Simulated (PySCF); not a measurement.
Ge₂H₆, charge +1, multiplicity 2. Atoms are numbered in the order given.

```xyz
8

Ge     0.0000     0.0000    -1.4313
Ge     0.0000     0.0000     1.4313
H     -1.3102    -0.7565    -1.6258
H      1.3102    -0.7565    -1.6258
H      0.0000     1.5129    -1.6258
H     -1.3102     0.7565     1.6258
H      1.3102     0.7565     1.6258
H      0.0000    -1.5129     1.6258
```
Charge +1, spin multiplicity 2.

Geometry optimised at B3LYP-D3(BJ)/def2-TZVP. The multiplicity is an assumed one; no other spin state was optimised.

These are PBE/def2-TZVPD in PySCF values and carry that method's errors.

Mulliken values depend strongly on the basis, most of all with diffuse functions as here. ESP charges are fitted to the potential on shells at 1.4 to 2.0 van der Waals radii. Atomic charges (e):

```
atom  meta-Löwdin  ESP fit  Mulliken spin
----  -----------  -------  -------------
Ge1             …     0.41           0.56
Ge2             …     0.41           0.56
H3              …     0.03          -0.02
H4              …     0.03          -0.02
H5              …     0.03          -0.02
H6              …     0.03          -0.02
H7              …     0.03          -0.02
H8              …     0.03          -0.02
```

### Question
Some entries are withheld; supply them. (The exact figures need the calculation; the answer reports its results.)

### Answer

- Ge1, meta-Löwdin: 0.39
- Ge2, meta-Löwdin: 0.39
- H3, meta-Löwdin: 0.04
- H4, meta-Löwdin: 0.04
- H5, meta-Löwdin: 0.04
- H6, meta-Löwdin: 0.04
- H7, meta-Löwdin: 0.04
- H8, meta-Löwdin: 0.04
